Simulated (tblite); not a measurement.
A tight-binding relaxation on `C=CCc1ccoc1BF`.

Computed with GFN2-xTB geometry optimisation, gas phase (tblite 0.8.0). Start geometry: from a force field or distance geometry. A driver script takes a list of jobs; this job's settings line and coordinates (Å) are shown.

Command:
```bash
OMP_NUM_THREADS=1 python probes_run.py task.json out
```

Input:
```
{"job": {"kind": "relax", "xc": "GFN2-xTB", "basis": "xTB"}, "charge": 0, "multiplicity": 1}
C      2.486900    -0.607200     0.391600
C      1.861000     0.233900    -0.463200
C      0.645200    -0.184000    -1.209500
C     -0.542800    -0.301200    -0.298900
C     -1.052000    -1.489200     0.222200
C     -2.092000    -1.121300     1.046800
O     -2.203300     0.191700     1.062500
C     -1.284400     0.713200     0.283000
B     -1.109800     2.244800     0.060600
F     -1.990100     3.176700     0.744200
H      2.095800    -1.609600     0.558500
H      3.364300    -0.285400     0.925400
H      2.268000     1.226000    -0.595600
H      0.825000    -1.143300    -1.741000
H      0.408000     0.592600    -1.984600
H     -0.709000    -2.490800     0.019600
H     -2.713700    -1.793300     1.617400
H     -0.266100     2.653000    -0.650700
```

Q: Estimate the output.

A: 
```
step      E/eV     max force
  0    -791.60284    3.276
  1    -791.91981    1.902
  2    -791.98897    1.101
  3    -792.01964    0.502
  4    -792.03543    0.277
  5    -792.04405    0.220
  6    -792.04799    0.171
  7    -792.05030    0.110
  8    -792.05201    0.122
  9    -792.05329    0.100
... (80 lines left out)
 90    -792.11426    0.025
 91    -792.11437    0.020
 92    -792.11446    0.019
 93    -792.11453    0.019
 94    -792.11459    0.018
 95    -792.11465    0.022
 96    -792.11472    0.030
 97    -792.11478    0.027
 98    -792.11481    0.016
 99    -792.11483    0.009
```

«max force» is the largest atomic force in eV/Å.

Q: From which step on does the largest force stay under 0.1 eV/Å, and how much energy is left to gain from there?

A: From step 61 (0.073 eV/Å), 17.1 meV above the end.

In short: energy lowered by 11.8 kcal/mol over 99 steps; largest atomic force 0.009 eV/Å at the end.

Q: Estimate the wall time. Hardware: one thread of an Arm Neoverse N1, shared host with 64 logical CPUs at a one-minute load of 61.

A: About 1.2 s.
Labels such as C1 count atoms from 1, the log's own numbers from 0.
